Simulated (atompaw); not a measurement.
## Reading a pseudo-wave (dysprosium)

Columns: radius, all-electron u(r) and pseudo u(r) of the 5p shell (level -25.38 eV) of dysprosium in the configuration [Kr] 4d10 4f10 5s2 5p6 5d0 6s2 6p0; PBEsol, scalar-relativistic, PAW (atompaw) scheme, atompaw 4.2.0.5.

| r (bohr) | all-electron | pseudo |
| --- | --- | --- |
| 0.100 | 0.0602 | 0.0110 |
| 0.200 | 0.2686 | 0.0435 |
| 0.300 | -0.1487 | 0.0957 |
| 0.400 | -0.4401 | 0.1647 |
| 0.500 | -0.4237 | 0.2468 |
| 0.600 | -0.2089 | 0.3377 |
| 0.700 | 0.0744 | 0.4325 |
| 0.800 | 0.3459 | 0.5262 |
| 0.900 | 0.5689 | 0.6141 |
| 1.000 | 0.7332 | 0.6918 |
| 1.100 | 0.8415 | 0.7558 |
| 1.200 | 0.9020 | 0.8033 |
| 1.300 | 0.9245 | 0.8328 |
| 1.400 | 0.9182 | 0.8440 |
| 1.500 | 0.8910 | 0.8375 |
| 1.600 | 0.8496 | 0.8151 |
| 1.700 | 0.7992 | 0.7796 |
| 1.800 | 0.7436 | 0.7341 |
| 1.900 | 0.6859 | 0.6822 |
| 2.000 | 0.6281 | 0.6271 |
| 2.100 | 0.5718 | 0.5717 |
| 2.200 | 0.5181 | 0.5181 |
| 2.300 | 0.4675 | 0.4675 |
| 2.400 | 0.4204 | 0.4204 |
| 2.500 | 0.3769 | 0.3769 |
| 2.600 | 0.3372 | 0.3372 |

Question: How many radial nodes do the two functions have?

Answer: The all-electron 5p function has n − l − 1 = 3 (the table is too coarse to show those close to the nucleus); the pseudo-wave has 0, since the states of the same l below it are removed with the core.

Question: At about which radius was the pseudo-wave matched?

Answer: 2.30 bohr. The columns agree to 0.0005 from 2.10 bohr on; several derivatives are matched, so the curves merge somewhat inside the radius.

Question: Where does each function peak?

Answer: Outermost all-electron maximum near 1.30 bohr, pseudo maximum near 1.40 bohr (to the table’s step).

Question: Is the pseudo-wave norm-conserving?

Answer: No, it belongs to a PAW set: the norm inside the radius is not constrained, and the difference is carried by the augmentation charge.
